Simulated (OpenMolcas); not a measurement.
Mn4+ among 6 point charges of -1 e arranged as a trigonal antiprism (D3d), 1.6 Å from the ion, with a polar angle of 50.4° against the regular 54.74°.
```
   0.0000    1.2321    1.0208  -1.00
  -1.0670   -0.6160    1.0208  -1.00
   1.0670   -0.6160    1.0208  -1.00
   0.0000   -1.2321   -1.0208  -1.00
   1.0670    0.6160   -1.0208  -1.00
  -1.0670    0.6160   -1.0208  -1.00
```

```json
{
  "Program": "OpenMolcas",
  "Method": "CASSCF",
  "Basis": "ANO-RCC-VDZP [5s4p2d1f]",
  "Scalar Hamiltonian": "DKH2, point nucleus",
  "Active space": "3 electrons in 5 orbitals (3d)",
  "State averaging": "2S+1 = 4 even, 10 roots; 2S+1 = 2 even, 40 roots",
  "Spin-orbit coupling": "state interaction with AMFI integrals over the reference wave functions"
}
```

Problem. What is the spin-free ground state (labels of D3, the rotations of D3d)?

Solution. 4A2, 1-fold in its orbital part, 99 % from free-ion F terms; it has the highest spin that d3 allows.

Problem. Where is the first state of the same spin?

Solution. 4E at 3450 cm-1 above the ground state.

Problem. What are the lowest two levels with spin-orbit coupling?

Solution. A 2-fold level E1/2 with g = 1.83, 3.23, 3.23, then a 2-fold level E3/2 34.7 cm-1 above it. Their leading multiplicities are 4 (100 %) and 4 (100 %).

Problem. What is χT at 300 K, and how does it compare with the textbook value?

Solution. The lowest level has 2S+1 = 4, for which the spin-only value is χT = S(S+1) / 2 = 1.875 cm3 K/mol (g = 2). The computed 1.490 at 300 K differs by -0.385, through orbital momentum, spin-orbit coupling and any other state in reach.

Without dynamic correlation the repulsion within the d shell is too large (B by tens of per cent), so at a given field states of lower spin stand too high. This is an electrostatic model: the charges have no orbitals. No measured value stands beside these numbers.
